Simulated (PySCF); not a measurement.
A structure optimised at PBE-D3(BJ)/def2-SVP, used in a PySCF frequency run:

```xyz
4

Al     0.0000     0.0000     0.0000
I     -2.4720     0.0000     0.0000
I      1.2360     2.1408     0.0000
I      1.2360    -2.1408     0.0000
```

Write its SMILES, formula and point group.

[I][Al]([I])[I], AlI3, D3h

What are its rotational constants (standard atomic weights)?

0.43445, 0.43445, 0.21723 GHz
